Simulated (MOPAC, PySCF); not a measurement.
C2H5B, SMILES `BC=C`, neutral singlet in the gas phase. 

Cartesian coordinates (Å):
```xyz
8

B      1.2581     0.2589     0.0129
C     -0.0467    -0.5436     0.1013
C     -1.2294     0.0602    -0.0721
H      2.3292    -0.2534     0.1626
H      1.1967     1.4344    -0.2133
H     -0.0489    -1.6131     0.3047
H     -1.2814     1.1258    -0.2775
H     -2.1776    -0.4691    -0.0184
```
Charge 0, multiplicity 1.

All levels are single points at this geometry (PBE0-D4/def2-TZVP); Pople sets use spherical d functions. Orbital energies aren't observables, and empty levels follow the basis.

HF/STO-3G in PySCF gives gap (eV) = 14.57.

Estimate the gap (eV) from each of these levels: PBE0-D4/def2-TZVP in PySCF; B3LYP/3-21G in PySCF; BP86/6-31G* in PySCF; M06-2X/6-31G* in PySCF; SVWN5/6-31G* in PySCF; HF/3-21G in PySCF; AM1 in MOPAC; PM3 in MOPAC.


```csv
level,gap (eV)
PBE0-D4/def2-TZVP in PySCF,6.42
B3LYP/3-21G in PySCF,6.12
BP86/6-31G* in PySCF,4.45
M06-2X/6-31G* in PySCF,8.67
SVWN5/6-31G* in PySCF,4.38
HF/3-21G in PySCF,12.65
AM1 in MOPAC,11.22
PM3 in MOPAC,10.72
```
